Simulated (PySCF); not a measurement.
## The halides of silicon, SiF₂⁺ to SiBr₂⁺

Level: PBE0 in the def2-TZVP basis family, all electrons, no relativity, computed in PySCF with density fitting; open shells unrestricted.

Each entry is the lowest minimum that a search over a few typed start shapes (and spin states, where more than one is plausible) found, or that minimum re-optimised at the stated level; isomers with ligand–ligand bonds, or fragments after loss of a ligand pair, can lie lower.

| molecule | 2S+1 | point group | mean bond to Si (Å) | lowest ω (cm⁻¹) | polar-tensor charge of Si | dipole (D) |
| --- | --- | --- | --- | --- | --- | --- |
| SiF₂⁺ | 2 | C2v | 1.533 | 289 | 1.68 | 2.88 |
| SiCl₂⁺ | 2 | C2v | 1.963 | 185 | 1.32 | 1.77 |
| SiBr₂⁺ | ? | ? | ? | ? | ? | ? |

**Question.** Fill in the row of SiBr₂⁺.

**Answer.** 2S+1: 2; point group: C2v; mean bond to Si (Å): 2.128; lowest ω (cm⁻¹): 123; polar-tensor charge of Si: 1.15; dipole (D): 1.87.

The bond lengthens at every step; the largest change, 0.430 Å, falls between SiF₂⁺ and SiCl₂⁺ among the members listed.

Left out of the table are members whose search was unfinished or whose lowest solution was spin-contaminated, unstable, very soft or bonded differently.
